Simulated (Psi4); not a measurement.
C₅H₇N (SMILES C=C/C=N/C=C), singlet, geometry from GFN2-xTB; Psi4 1.11 with MP2/def2-TZVP.

Psi4 was given this input:
```
memory 2 GB

molecule mol {
0 1
  C     2.391311    0.525190   -0.526910
  C     1.893487    0.011652    0.595822
  C     0.485472   -0.251567    0.790743
  N    -0.378206   -0.005091   -0.112083
  C    -1.703316   -0.270238    0.115036
  C    -2.616552   -0.017817   -0.819050
  H     1.737138    0.766184   -1.346843
  H     3.443488    0.714023   -0.652862
  H     2.539871   -0.235180    1.427815
  H     0.199427   -0.678266    1.765741
  H    -1.988018   -0.694198    1.083613
  H    -2.326202    0.398792   -1.767339
  H    -3.660675   -0.219040   -0.659388
}

set basis def2-tzvp
set reference rhf
set freeze_core true

energy('mp2')
print_variables()
```

Output, abridged:

```
    SCF Algorithm Type (re)set to DF.

   => Loading Basis Set <=

    Name: DEF2-TZVP
    Role: ORBITAL
    Keyword: BASIS

         ---------------------------------------------------------
                                   SCF
               by Justin Turney, Rob Parrish, Andy Simmonett
                          and Daniel G. A. Smith
                              RHF Reference
         ---------------------------------------------------------

  ==> Geometry <==

    Molecular point group: c1
    Full point group: C1

    Geometry (in Angstrom), charge = 0, multiplicity = 1:

       Center              X                  Y                   Z               Mass
    ------------   -----------------  -----------------  -----------------  -----------------
         C            2.390652504324     0.525830595373    -0.528732827400    12.000000000000
         C            1.892828504324     0.012292595373     0.593999172600    12.000000000000
         C            0.484813504324    -0.250926404627     0.788920172600    12.000000000000
         N           -0.378864495676    -0.004450404627    -0.113905827400    14.003074004430
         C           -1.703974495676    -0.269597404627     0.113213172600    12.000000000000
         C           -2.617210495676    -0.017176404627    -0.820872827400    12.000000000000
         H            1.736479504324     0.766824595373    -1.348665827400     1.007825032230
         H            3.442829504324     0.714663595373    -0.654684827400     1.007825032230
         H            2.539212504324    -0.234539404627     1.425992172600     1.007825032230
         H            0.198768504324    -0.677625404627     1.763918172600     1.007825032230
         H           -1.988676495676    -0.693557404627     1.081790172600     1.007825032230
         H           -2.326860495676     0.399432595373    -1.769161827400     1.007825032230
         H           -3.661333495676    -0.218399404627    -0.661210827400     1.007825032230

  Running in c1 symmetry.

  Rotational constants: A =      0.45282  B =      0.05943  C =      0.05253 [cm^-1]
  Rotational constants: A =  13575.27743  B =   1781.58475  C =   1574.89902 [MHz]
  Nuclear repulsion =  202.144211388781599

  Charge       = 0
  Multiplicity = 1
  Electrons    = 44
  Nalpha       = 22
  Nbeta        = 22

  ==> Algorithm <==

  SCF Algorithm Type is DF.
  DIIS enabled.
  MOM disabled.
  Fractional occupation disabled.
  Guess Type is SAD.
  Energy threshold   = 1.00e-08
[...]
  @DF-RHF Final Energy:  -247.89181519496890
    Total Energy =                       -247.8918151949688990
[...]

  //>>>>>>>>>>>>>>>>>>>>>>>>>>>>>>>>>>>//
  //               DFMP2               //
  //<<<<<<<<<<<<<<<<<<<<<<<<<<<<<<<<<<<//

   => Loading Basis Set <=

    Name: (DEF2-TZVP AUX)
    Role: RIFIT
    Keyword: DF_BASIS_MP2

	 --------------------------------------------------------
	                          DF-MP2
	      2nd-Order Density-Fitted Moller-Plesset Theory

	        Rob Parrish, Justin Turney, Andy Simmonett,
	           Ed Hohenstein, and C. David Sherrill
	 --------------------------------------------------------

   => Auxiliary Basis Set <=

  Basis Set: (DEF2-TZVP AUX)
    Blend: DEF2-TZVP-RI
    Number of shells: 181
    Number of basis functions: 561
    Number of Cartesian functions: 682
    Spherical Harmonics?: true
    Max angular momentum: 4

	 --------------------------------------------------------
	                 NBF =   228, NAUX =   561
	 --------------------------------------------------------
	   CLASS    FOCC     OCC    AOCC    AVIR     VIR    FVIR
	   PAIRS       6      22      16     206     206       0
	 --------------------------------------------------------

	-----------------------------------------------------------
	 ==================> DF-MP2 Energies <====================
	-----------------------------------------------------------
	 Reference Energy          =    -247.8918151949688990 [Eh]
	 Singles Energy            =      -0.0000000000000000 [Eh]
	 Same-Spin Energy          =      -0.2363263778739108 [Eh]
	 Opposite-Spin Energy      =      -0.7417973440437253 [Eh]
	 Correlation Energy        =      -0.9781237219176362 [Eh]
	 Total Energy              =    -248.8699389168865252 [Eh]
	-----------------------------------------------------------
	 ================> DF-SCS-MP2 Energies <==================
	-----------------------------------------------------------
	 SCS Same-Spin Scale       =       0.3333333333333333 [-]
	 SCS Opposite-Spin Scale   =       1.2000000000000000 [-]
	 SCS Same-Spin Energy      =      -0.0787754592913036 [Eh]
	 SCS Opposite-Spin Energy  =      -0.8901568128524704 [Eh]
	 SCS Correlation Energy    =      -0.9689322721437740 [Eh]
	 SCS Total Energy          =    -248.8607474671126738 [Eh]
	-----------------------------------------------------------

  Variable Map:
  ----------------------------------------------------------------------------
[...]
  Array Variable Map:
  ----------------------------------------------------------------------------
[...]
[...]
```
